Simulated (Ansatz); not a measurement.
The first iterations of a band of BGaH5N (8 atoms, charge 0, multiplicity 1).

The calculation used Ansatz, RKS B3LYP-D4/def2-SVP.

| Property | Result |
| --- | --- |
| movable images | 5 |
| climbing image | yes |
| spring | 5.0 eV/Å² |
| optimiser | quadratic models (default) |
| start path | through a guess of the saddle point |
| force threshold | 0.05 eV/Å |
| iteration limit | 60 |
| end points | relaxed |

First end point:

```xyz
8
Properties=species:S:1:pos:R:3
B -0.776 0.886 -1.331
Ga -0.286 0.191 0.572
N 1.027 -1.053 0.825
H -1.631 0.362 -2.006
H -0.250 1.862 -1.814
H -0.958 0.638 1.926
H 1.289 -1.411 1.737
H 1.586 -1.476 0.091
```

Last end point:

```xyz
8
Properties=species:S:1:pos:R:3
B -1.141 1.167 -0.692
Ga 0.247 -0.118 0.159
N 1.379 -1.381 0.841
H -1.600 0.391 -1.521
H -0.478 2.082 -1.139
H -1.882 1.421 0.240
H 1.930 -1.267 1.688
H 1.543 -2.295 0.424
```

| iteration | highest image above the first end (eV) | largest band force component (eV/Å) |
| --- | --- | --- |
| 1 | 3.413 | 8.222 |
| 2 | 2.646 | 3.652 |
| 3 | 1.746 | 2.770 |
| 4 | 1.224 | 1.397 |

Problem. Does the band converge within its limit, and where does its top end?

Solution. The forces met the threshold. It ended after 13 iterations with the highest image 0.406 eV above the first end. A vibrational analysis at the climbing image gives one clearly imaginary mode, 383i cm⁻¹: a first-order saddle point. The orbitals stay closed-shell, which can raise the energy where a bond breaks towards radicals; this wasn't checked here.

The run took 2 min on 2 threads of Arm Neoverse V1, with other jobs on the host, peak memory 0.17 GiB.
